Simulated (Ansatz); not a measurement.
Consider the formal exchange of groups at a Te–B bond: `ClB[TeH]` + `ClC1=CCO1` → `[TeH]C1=CCO1` + `ClBCl`.

Isolated molecules relaxed with PBE0-D4/def2-TZVP in Ansatz; ΔE leaves out vibrations. CBS: MP2 limit from def2 TZ/QZ plus the TZ coupled-cluster correction, frozen cores. This one scheme is used for every species. Functionals use def2-TZVPP. B3LYP here is the variant with VWN-RPA as its local correlation; programs differ in this. Elements past krypton have def2 core potentials. For Te outer-core shells are correlated without core-valence functions, which leaves a few kJ/mol of doubt a bond.

Task: Is it downhill or uphill in electronic energy at CCSD(T)/CBS, and by how much? (Estimate.)

Result: Ansatz gave: Downhill: ΔE = -11.9 kcal/mol.

Task: What do these levels give: B3LYP-D4, r2SCAN0-D4, CAM-B3LYP-D4, ωB97X-V, RPA@PBE/def2-TZVPP, HF/def2-SVP, MP2/def2-SVP, SCS-MP2/def2-TZVPP, CCSD(T)/def2-TZVPP, MP2/def2-QZVPP, SCS-MP2/def2-QZVPP, HF/CBS(def2)? (Best estimate.)

Result: Ansatz gave: B3LYP-D4 -11.5, r2SCAN0-D4 -10.0, CAM-B3LYP-D4 -12.0, ωB97X-V -11.4, RPA@PBE/def2-TZVPP -11.6, HF/def2-SVP -14.0, MP2/def2-SVP -12.9, SCS-MP2/def2-TZVPP -12.5, CCSD(T)/def2-TZVPP -11.9, MP2/def2-QZVPP -12.1, SCS-MP2/def2-QZVPP -12.6, HF/CBS(def2) -13.2 kcal/mol.

Largest T1 diagnostic among the species: 0.014.

Leaving LDA and LC-ωPBE aside and taking each functional with its dispersion term where it has one, the values, not all of them listed here, spread over 2.9 kcal/mol, from BHLYP-D4 to PBE-D4. LDA lies +1.2 kcal/mol from PBE without D4. In def2-TZVPP, CCSD(T) changes the Hartree–Fock value by +1.1 kcal/mol (the triples alone add +0.3 kcal/mol) and MP2 by +1.0 kcal/mol.
